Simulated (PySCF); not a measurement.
SMILES [Al]([O][SiH3])([OH])[OH] at its B3LYP/def2-SVP optimised geometry (Å):

```
10

Al    -1.5998    -1.6463     2.8580
O     -1.4886    -0.5169     4.1168
H     -1.7645    -0.6988     5.0194
O     -2.2210    -3.1928     3.1806
H     -2.3179    -3.8921     2.5285
O     -1.0852    -1.1983     1.3094
Si    -0.5079    -0.3789     0.0000
H     -0.9805    -1.0359    -1.2547
H      0.9854    -0.3789     0.0000
H     -0.9854     1.0359     0.0000
```

Level of theory: B3LYP/def2-TZVP (PySCF). Cells within 0.4 Å of a nucleus heavier than hydrogen are left out (blank, or x).

Map of the HOMO amplitude (bohr^(-3/2)) on the plane z = 1.5 Å; orbital energy -8.49 eV, overall sign arbitrary:

```
|4444444444444444444444444444444|
|4444444444444444444444444444444|
|4444444444444444444444444444444|
|4444444444444444444444444444444|
|4444444444444444444444444444444|
|4444444444444444444444444444444|
|4444444444444444444444444444444|
|4444444444444444444444444444444|
|4444444444444444444444444444444|
|4444444444444444444444444444444|
|4444444444444444444444444444444|
|4444444444444444444444444444444|
|4444444444444444444444444444444|
|4444444444444444444444444444444|
|4444444444444444444444444444444|
|4444444455555544444444444444444|
|4444444555666554444444444444444|
|4444444556777655444444444444444|
|4444444567998655444444444444444|
|4444444457xx9755444444444444444|
|444444444xxx8655444444444444444|
|4444443321xx4444444444444444444|
|4444433320012344444444444444444|
|4444433321112344444444444444444|
|4444443332223344444444444444444|
|4444443333333344444444444444444|
|4444444433333444444444444444444|
|4444444444444444444444444444444|
|4444444444444444444444444444444|
|4444444444444444444444444444444|
|4444444444444444444444444444444|
```
Scale: ten equal steps from -0.188 (start of '0') to 0.227 (end of '9'), in the order '0123456789'; x runs from -3.50 to 3.50, y from -3.50 (bottom) to 3.50 (top).
